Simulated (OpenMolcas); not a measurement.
**Er³⁺: effect of the level shift or regulariser**

```yaml
Program: OpenMolcas
Basis: ANO-RCC-VTZP [8s7p5d3f2g1h]
Scalar_Hamiltonian: DKH2, point nucleus
Active_space: 11 electrons in 7 orbitals (4f)
State_averaging: 2S+1 = 4 odd, 35 roots; 2S+1 = 2 odd, 112 roots (96 in the spin-orbit step)
Spin-orbit_coupling: state interaction with AMFI integrals over the reference wave functions, term energies averaged over their components
```

Methods on the same reference wave functions:
A. CASSCF
B. MS-CASPT2, IPEA 0.25 Eh, imaginary shift 0.1 Eh (closed shells correlated: 5s 5p)
C. MS-CASPT2, IPEA 0.25 Eh, real shift 0.2 Eh (closed shells correlated: 5s 5p)

Energies in cm-1 above 4f11 4I* 15/2, the measured ground level; measured values from the list in Tchang-Brillet, Wyart, Meftah and Ait Mammar, Atoms 6, 52 (2018).

```json
{"Level": "4f11 4I* 15/2", "A": "0.0", "B": "0.0", "C": "0.0", "Measured": "0.0"}
{"Level": "4f11 4I* 13/2", "A": "6573", "B": "6620", "C": "6620", "Measured": "6508"}
{"Level": "4f11 4I* 11/2", "A": "10612", "B": "10320", "C": "10320", "Measured": "10172"}
{"Level": "4f11 4I* 9/2 [57 %]", "A": "13421", "B": "12610", "C": "12610", "Measured": "12469"}
{"Level": "4f11 4F* 9/2 [61 %]", "A": "19077", "B": "16090", "C": "16100", "Measured": "15405"}
{"Level": "4f11 2H* 11/2(1) [60 %]", "A": "22700", "B": "20210", "C": "20210", "Measured": "19332"}
{"Level": "4f11 4S* 3/2 [67 %]", "A": "23635", "B": "20060", "C": "20070", "Measured": ""}
{"Level": "4f11 4F* 7/2", "A": "25246", "B": "21650", "C": "21660", "Measured": ""}
{"Level": "4f11 4F* 5/2", "A": "27319", "B": "23520", "C": "23530", "Measured": ""}
{"Level": "4f11 4F* 3/2 [63 %]", "A": "27619", "B": "23870", "C": "23880", "Measured": ""}
{"Level": "4f11 2K* 15/2", "A": "32232", "B": "29680", "C": "29690", "Measured": ""}
{"Level": "4f11 4G* 11/2 [74 %]", "A": "32879", "B": "28410", "C": "28420", "Measured": "26708"}
{"Level": "4f11 2G* 7/2 [63 %]", "A": "33368", "B": "29640", "C": "29650", "Measured": ""}
{"Level": "4f11 4G* 9/2 [66 %]", "A": "34071", "B": "29810", "C": "29820", "Measured": "27767"}
{"Level": "4f11 2K* 13/2", "A": "37791", "B": "35120", "C": "35130", "Measured": ""}
{"Level": "4f11 2P* 1/2", "A": "40522", "B": "35500", "C": "35520", "Measured": ""}
{"Level": "4f11 4G* 7/2 [70 %]", "A": "40854", "B": "36270", "C": "36280", "Measured": ""}
{"Level": "4f11 4G* 5/2", "A": "41438", "B": "36270", "C": "36280", "Measured": ""}
{"Level": "4f11 2D* 5/2(1) [74 %]", "A": "42206", "B": "37450", "C": "37470", "Measured": ""}
{"Level": "4f11 4D* 5/2 [50 %]", "A": "50004", "B": "42470", "C": "42490", "Measured": ""}
{"Level": "4f11 2I* 11/2 [68 %]", "A": "50265", "B": "44890", "C": "44910", "Measured": ""}
{"Level": "4f11 2L* 17/2", "A": "50623", "B": "46200", "C": "46210", "Measured": ""}
{"Level": "4f11 4D* 7/2", "A": "52056", "B": "44250", "C": "44270", "Measured": ""}
{"Level": "4f11 2I* 13/2", "A": "52234", "B": "47410", "C": "47420", "Measured": ""}
```

Deviations, from unrounded energies. A percentage is the sum of absolute deviations over the sum of measured energies, with the sign that they share, or ± where signs differ.

| Against measurement | Levels | A | B | C |
| --- | --- | --- | --- | --- |
| mean absolute deviation (cm-1) | 7 | 3000 | 810 | 820 |
| fine structure of the ground term (%) | 3 | +5.0 | +1.4 | +1.4 |
| other terms of the ground configuration (%) | 4 | +21.9 | +5.9 | +6.0 |

B, C lie about equally close to measurement and A furthest from it. The largest miss of B in the table is 4f11 4G* 9/2 [66 %], by +2000 cm-1. The ranking rests on the paired levels alone, and a cruder setting can come out closer through cancelling errors.

Between B and C the level of the table that moves most is 4f11 2P* 1/2, by 20 cm-1 (lowest in B, highest in C). Moves below CASPT2's spread within the term are not significant.

The two smallest mean deviations differ by little beside CASPT2's spread within terms, so their order carries little weight.

From A to B the spin-free energies of the other terms of 4f11 shown, above 4I*, scale by factors of 0.80 to 0.90, as is usual when dynamic correlation screens the repulsion within a d or f shell.

The lowest spin-free term lies below A's lowest term by 0.920 hartree in B, 0.920 hartree in C.

CASPT2 breaks the degeneracy within a term, and the mean is taken; among the terms shown or strongly mixed into the levels shown the widest spread is 610 cm-1 (4f11 4I*, B). High states are left out of the spin-orbit mixing, which shifts the levels that they would mix with. Without dynamic correlation excited terms often stand tens of per cent too high (terms of higher spin than the ground term too low), and those without a measured partner can miss by more than the paired ones (holds for A). Some levels mix across a computed gap that differs much from the measured one, so their mixing is not that of the real levels (holds for A). Blocks of more than 70 roots (2S+1 = 2 odd) ran without multistate coupling (holds for B; C). The CASPT2 spread within a term exceeds the gap to the next term for 4f11 2H*(2) and 4f11 2D*(2), so the order of their levels is uncertain (holds for B; C). Computed and measured levels are paired by configuration, term and J; levels that our copy of the source lacks, or whose pairing is in doubt (as where it misses far off the trend of its configuration), stay unpaired and out of the deviations. Levels of configurations outside the active space are missing. Levels that lie high or do not pair safely by name in every column are left out.

A share in square brackets marks a mixed level and gives the weight of the term that names it, the lowest over the columns. A number in round brackets counts repeated terms of one configuration in the order of the reference energies. * marks odd parity.
